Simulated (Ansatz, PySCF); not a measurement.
Energy difference 2 R1 → P1, each structure at its B3LYP-D3(BJ)/def2-TZVP stationary point, reached from a drawn start (curvature not checked).
R1, Cl2Cu (SMILES [Cl][Cu][Cl]) (charge 0, multiplicity 2):
```json
[
 {"atom": "Cu", "x (Å)": "0.0000", "y (Å)": "0.0001", "z (Å)": "-0.0018"},
 {"atom": "Cl", "x (Å)": "2.0797", "y (Å)": "-0.0037", "z (Å)": "0.0092"},
 {"atom": "Cl", "x (Å)": "-2.0797", "y (Å)": "0.0036", "z (Å)": "-0.0074"}
]
```
P1, Cl4Cu2 (SMILES [Cl][Cu]1<-[Cl][Cu]([Cl])<-[Cl]1) (charge 0, multiplicity 3):
```xyz
6

Cu     1.57319    -0.12437    -0.00164
Cu    -1.57295     0.12212     0.00223
Cl     0.11325     1.62109    -0.01397
Cl    -0.11296    -1.62339     0.01337
Cl     3.66027     0.12169    -0.00767
Cl    -3.66081    -0.11704     0.00768
```

P less R. No zero-point or thermal terms; open shells are unrestricted; no spin–orbit coupling. One arrangement of each flexible species, with no search for the lowest. The spin states of the d-block species are the ones drawn and need not be the lowest.

Cores are frozen in the correlated methods.

Run with Ansatz (an electronic-structure program); PySCF for the D3/D4 terms. No computed number here is a measurement.

Task: What reaction energy does B2PLYP-D3(BJ)/def2-TZVPP give?

Result: -45.6 kcal/mol

Task: Estimate the reaction energy that BLYP-D3(BJ)/def2-TZVPP returns for this input.

Result: -30.3 kcal/mol

Task: Estimate the reaction energy that CCSD(T)/def2-SVP returns for this input.

Result: -53.0 kcal/mol
